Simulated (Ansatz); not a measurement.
Ansatz (a program for electronic structure) input (B3LYP-D3(BJ)/def2-TZVP):

Ansatz 0.2 input:
```yaml
crystal:
  periodic: [false, false, false]
  atoms:
    - {symbol: Hg, position_ang: [0.00000000, 0.00000000, 0.00000000]}
    - {symbol: I, position_ang: [-0.00000000, -0.00000000, -2.61216370]}
    - {symbol: I, position_ang: [0.00000000, 0.00000000, 2.61216370]}
basis:
  gaussian:
    orbitals: def2-TZVP
hamiltonian:
  xc: b3lyp
  dispersion: d3bj
total_charge: 1
magnetization: {spin_polarized: true, initial_magnetization: 1}
phonons: {temperatures: {t_min: 298.15, t_max: 298.15, t_step: 100}}
```

Output:

```
Functional definition: B3LYP
integrals: 0.07 GiB planned
1241 factors; their error is unknown
mean field: 0.93 GiB planned
mean field evaluation 1: about -20376.2663 eV, gradient 1.8e1 eV
mean field evaluation 2: about -20374.0567 eV, gradient 3.0e1 eV
mean field evaluation 4: about -20378.1164 eV, gradient 8.3e-1 eV
mean field evaluation 8: about -20378.5791 eV, gradient 5.7e-1 eV
mean field evaluation 16: about -20378.5795 eV, gradient 3.0e-5 eV
mean field evaluation 32: about -20378.5795 eV, gradient 2.6e-5 eV
mean field evaluation 64: about -20378.4652 eV, gradient 1.4e0 eV
mean field -20378.57948047 eV, -748.8989828102 hartree, gradient 4.5e-6 eV, S^2 0.754787; 8 other end points of the search recorded, 0 dependent functions left out
the calculation of the forces begins
reference -20378.57970173 eV, -748.8989909412 hartree; 35, 34 occupied and 108, 109 virtual orbitals, 1241 factors
these checks for a lower state are left out or cut short: stability, starts, cluster_reference, orbital_swaps, neighbouring_geometries, increment
integrals: 0.07 GiB planned
1241 factors; their error is unknown
mean field: 0.92 GiB planned
mean field -20378.57947759 eV, -748.8989827042 hartree, gradient 1.3e-6 eV, S^2 0.754787; 0 other end points of the search recorded, 0 dependent functions left out
the calculation of the forces begins
reference -20378.57969885 eV, -748.8989908352 hartree; 35, 34 occupied and 108, 109 virtual orbitals, 1241 factors
these checks for a lower state are left out or cut short: stability, starts, cluster_reference, orbital_swaps, neighbouring_geometries, increment
integrals: 0.07 GiB planned
1241 factors; their error is unknown
mean field: 0.92 GiB planned
mean field -20378.57947759 eV, -748.8989827042 hartree, gradient 1.4e-6 eV, S^2 0.754787; 0 other end points of the search recorded, 0 dependent functions left out
the calculation of the forces begins
reference -20378.57969885 eV, -748.8989908352 hartree; 35, 34 occupied and 108, 109 virtual orbitals, 1241 factors
these checks for a lower state are left out or cut short: stability, starts, cluster_reference, orbital_swaps, neighbouring_geometries, increment
integrals: 0.07 GiB planned
1241 factors; their error is unknown
mean field: 0.92 GiB planned
mean field -20378.57947783 eV, -748.8989827130 hartree, gradient 2.2e-6 eV, S^2 0.754787; 0 other end points of the search recorded, 0 dependent functions left out
the calculation of the forces begins
reference -20378.57969909 eV, -748.8989908440 hartree; 35, 34 occupied and 108, 109 virtual orbitals, 1241 factors
these checks for a lower state are left out or cut short: stability, starts, cluster_reference, orbital_swaps, neighbouring_geometries, increment
integrals: 0.07 GiB planned
1241 factors; their error is unknown
mean field: 0.92 GiB planned
mean field evaluation 96: about -20378.5795 eV, gradient 2.2e-6 eV
mean field -20378.57947783 eV, -748.8989827130 hartree, gradient 2.2e-6 eV, S^2 0.754787; 0 other end points of the search recorded, 0 dependent functions left out
the calculation of the forces begins
reference -20378.57969909 eV, -748.8989908440 hartree; 35, 34 occupied and 108, 109 virtual orbitals, 1241 factors
these checks for a lower state are left out or cut short: stability, starts, cluster_reference, orbital_swaps, neighbouring_geometries, increment
integrals: 0.07 GiB planned
1241 factors; their error is unknown
mean field: 0.92 GiB planned
mean field -20378.57942972 eV, -748.8989809448 hartree, gradient 1.4e-6 eV, S^2 0.754787; 0 other end points of the search recorded, 0 dependent functions left out
the calculation of the forces begins
reference -20378.57965097 eV, -748.8989890758 hartree; 35, 34 occupied and 108, 109 virtual orbitals, 1241 factors
these checks for a lower state are left out or cut short: stability, starts, cluster_reference, orbital_swaps, neighbouring_geometries, increment
integrals: 0.07 GiB planned
1241 factors; their error is unknown
mean field: 0.92 GiB planned
mean field -20378.57942972 eV, -748.8989809448 hartree, gradient 1.4e-6 eV, S^2 0.754787; 0 other end points of the search recorded, 0 dependent functions left out
the calculation of the forces begins
reference -20378.57965097 eV, -748.8989890758 hartree; 35, 34 occupied and 108, 109 virtual orbitals, 1241 factors
these checks for a lower state are left out or cut short: stability, starts, cluster_reference, orbital_swaps, neighbouring_geometries, increment
integrals: 0.07 GiB planned
1241 factors; their error is unknown
mean field: 0.92 GiB planned
mean field -20378.57947977 eV, -748.8989827844 hartree, gradient 1.3e-6 eV, S^2 0.754787; 0 other end points of the search recorded, 0 dependent functions left out
the calculation of the forces begins
reference -20378.57970103 eV, -748.8989909154 hartree; 35, 34 occupied and 108, 109 virtual orbitals, 1241 factors
these checks for a lower state are left out or cut short: stability, starts, cluster_reference, orbital_swaps, neighbouring_geometries, increment
integrals: 0.07 GiB planned
1241 factors; their error is unknown
mean field: 0.92 GiB planned
mean field evaluation 128: about -20378.5795 eV, gradient 1.3e-6 eV
mean field -20378.57947977 eV, -748.8989827844 hartree, gradient 1.3e-6 eV, S^2 0.754787; 0 other end points of the search recorded, 0 dependent functions left out
the calculation of the forces begins
reference -20378.57970103 eV, -748.8989909154 hartree; 35, 34 occupied and 108, 109 virtual orbitals, 1241 factors
these checks for a lower state are left out or cut short: stability, starts, cluster_reference, orbital_swaps, neighbouring_geometries, increment
integrals: 0.07 GiB planned
1241 factors; their error is unknown
mean field: 0.92 GiB planned
mean field -20378.57947983 eV, -748.8989827866 hartree, gradient 1.5e-6 eV, S^2 0.754787; 0 other end points of the search recorded, 0 dependent functions left out
the calculation of the forces begins
reference -20378.57970109 eV, -748.8989909176 hartree; 35, 34 occupied and 108, 109 virtual orbitals, 1241 factors
these checks for a lower state are left out or cut short: stability, starts, cluster_reference, orbital_swaps, neighbouring_geometries, increment
integrals: 0.07 GiB planned
1241 factors; their error is unknown
mean field: 0.92 GiB planned
mean field -20378.57947983 eV, -748.8989827866 hartree, gradient 1.5e-6 eV, S^2 0.754787; 0 other end points of the search recorded, 0 dependent functions left out
the calculation of the forces begins
reference -20378.57970109 eV, -748.8989909176 hartree; 35, 34 occupied and 108, 109 virtual orbitals, 1241 factors
these checks for a lower state are left out or cut short: stability, starts, cluster_reference, orbital_swaps, neighbouring_geometries, increment
integrals: 0.07 GiB planned
1241 factors; their error is unknown
mean field: 0.92 GiB planned
mean field -20378.57936993 eV, -748.8989787477 hartree, gradient 1.7e-6 eV, S^2 0.754790; 0 other end points of the search recorded, 0 dependent functions left out
the calculation of the forces begins
reference -20378.57959116 eV, -748.8989868776 hartree; 35, 34 occupied and 108, 109 virtual orbitals, 1241 factors
these checks for a lower state are left out or cut short: stability, starts, cluster_reference, orbital_swaps, neighbouring_geometries, increment
integrals: 0.07 GiB planned
1241 factors; their error is unknown
mean field: 0.92 GiB planned
mean field evaluation 160: about -20378.5795 eV, gradient 1.7e-6 eV
mean field -20378.57953622 eV, -748.8989848588 hartree, gradient 1.7e-6 eV, S^2 0.754784; 0 other end points of the search recorded, 0 dependent functions left out
the calculation of the forces begins
reference -20378.57975751 eV, -748.8989929909 hartree; 35, 34 occupied and 108, 109 virtual orbitals, 1241 factors
Total energy: -20378.80025263 eV, -748.9070960371 hartree
Atom 0 at     0.000000     0.000000     0.000000 Å, force    -0.000000    -0.000000    -0.000000 eV/Å
Atom 1 at    -0.000000    -0.000000    -2.612164 Å, force     0.000000     0.000000    -0.000793 eV/Å
Atom 2 at     0.000000     0.000000     2.612164 Å, force     0.000000     0.000000     0.000793 eV/Å
Dipole moment:    -0.000000     0.000000    -0.000000 e Å
Vibrations: 45.44 47.45 141.71 198.71 cm⁻¹, zero-point energy 0.026862 eV
```

The spin state was set by rule; other spins were not relaxed.
